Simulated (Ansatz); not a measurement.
Consider the atomization: `[CH3][Zn][CH2][AlH2]` → Al• + 2 C• + 7 H• + Zn (atom).

Gas-phase electronic energies from Ansatz, PBE0-D4/def2-TZVP geometries. CCSD(T)/CBS is the MP2 limit (def2-TZVPP, def2-QZVPP) plus CCSD(T) − MP2 in def2-TZVPP, frozen cores. This one scheme is used for every species, atoms too. Functionals use def2-TZVPP. B3LYP here is the variant with VWN-RPA as its local correlation; programs differ in this. HSE06 is defined as in plane-wave codes. Open shells (•) are unrestricted, without spin–orbit coupling. Spin–orbit coupling would lower the free atoms: a little for Al, C. Bonds to Zn are less sure, by a few kJ/mol each and by 10 to 20 or more in all where they break to atoms, as the def2 sets lack core-valence functions. Scalar relativity is left out up to krypton. Each species was taken in one conformer, which may not be the lowest.

`[CH3][Zn][CH2][AlH2]`:

Cartesian coordinates in Å:
```
C 2.154 -0.182 1.348
Zn 0.623 0.324 0.266
C -0.906 0.849 -0.820
Al -2.148 -0.590 -1.091
H 2.192 0.405 2.269
H 3.088 -0.016 0.805
H 2.108 -1.238 1.623
H -0.473 1.208 -1.761
H -1.356 1.694 -0.285
H -1.963 -1.599 -2.309
H -3.320 -0.854 -0.045
```

What is ΔE at CCSD(T)/CBS? (Best estimate.)

Computed: +3411.8 kJ/mol.

What do these levels give: revPBE-D4, PBE0-D4, r2SCANh-D4, HSE06-D4, PBE-QIDH, B3LYP, r2SCAN0, CAM-B3LYP, HF/def2-SVP, CCSD/def2-SVP, MP2/def2-QZVPP, CCSD/CBS(def2)? (Best estimate.)

Computed: revPBE-D4 3355.8, PBE0-D4 3403.2, r2SCANh-D4 3421.4, HSE06-D4 3404.8, PBE-QIDH 3403.2, B3LYP 3361.5, r2SCAN0 3398.4, CAM-B3LYP 3402.9, HF/def2-SVP 2603.8, CCSD/def2-SVP 3226.0, MP2/def2-QZVPP 3412.2, CCSD/CBS(def2) 3372.3 kJ/mol.

Largest T1 diagnostic among the species: 0.018.

In def2-TZVPP, CCSD(T) changes the Hartree–Fock value by +772.8 kJ/mol (the triples alone add +39.6 kJ/mol) and MP2 by +802.1 kJ/mol; breaking electron pairs costs correlation energy, which Hartree–Fock lacks. Leaving LDA and LC-ωPBE aside and taking each functional with its dispersion term where it has one, the values, not all of them listed here, spread over 97.5 kJ/mol, from BHLYP-D4 to r2SCAN-D4. LDA lies +416.0 kJ/mol from PBE without D4, its usual overbinding. At CCSD(T), def2-SVP lies −159.4 kJ/mol from the extrapolated value and def2-TZVPP −73.1 kJ/mol: correlation converges slowly with the basis, and small sets miss more of it in the bonded molecule than in its fragments.

For atomizations the MP2-based limit and the directly extrapolated one differ by several kJ/mol either way, and by 10 to 25 for some Ge, Se and Sn compounds, so smaller differences from it don't rank the levels.
